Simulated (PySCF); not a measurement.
**How methods differ on the excitation energy of Ge⁺**

Ge⁺ [Ar] 3d10 4s2 4p1 (2P) → Ge⁺ [Ar] 3d10 4s2 4d1 (2D), as a difference of total energies. Computed with PySCF 2.14 in dyall-av2z (16s12p8d, 92 functions), with no relativity, point nucleus. Correlated levels: valence: [Ar] 3d10 frozen; virtual orbitals above 40 to 60 times the deepest correlated orbital energy dropped. The calculations carry no spin-orbit coupling.

```
           method  excitation energy (eV)  difference from reference (eV)
              UHF                   9.138                          -0.751
              LDA                   8.708                          -1.181
              PBE                   8.508                          -1.381
             PBE0                   8.741                          -1.148
           r2SCAN                   8.911                          -0.978
             BP86                   8.514                          -1.375
           B2PLYP                   8.844                          -1.045
           PBEsol                   8.567                          -1.322
          LC-wPBE                   9.326                          -0.563
    MP2 (valence)                   9.084                          -0.805
SCS-MP2 (valence)                   9.055                          -0.834
```

Reference: 9.889 eV (measured; NIST levels, between the centres of gravity of the two terms).

These non-relativistic numbers lack the scalar-relativistic shift.

Errors of the correlated levels include the incompleteness of this basis and the frozen core.
